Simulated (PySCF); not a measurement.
# How methods differ on the excitation energy of Be

Be [He] 2s2 (1S) → Be [He] 2p2 (3P), as a difference of total energies. Computed with PySCF 2.14 in def2-QZVPPD (7s4p2d1f, 36 functions), with the non-relativistic Hamiltonian (point nucleus). Correlated levels: valence: 1s2 frozen; valence and next inner shell: nothing frozen. The calculations carry no spin-orbit coupling.

Task: Order these methods by the excitation energy they give, lowest first.
A. SCS-MP2 (valence and next inner shell)
B. LDA
C. B2PLYP
D. MP2 (valence and next inner shell)

Result: B (48159 cm⁻¹), C (54289 cm⁻¹), D (56832 cm⁻¹), A (59028 cm⁻¹).

Errors of the correlated levels include the incompleteness of this basis and the frozen core.

For comparison: 59696 cm⁻¹ (measured; NIST levels, between the centres of gravity of the two terms).
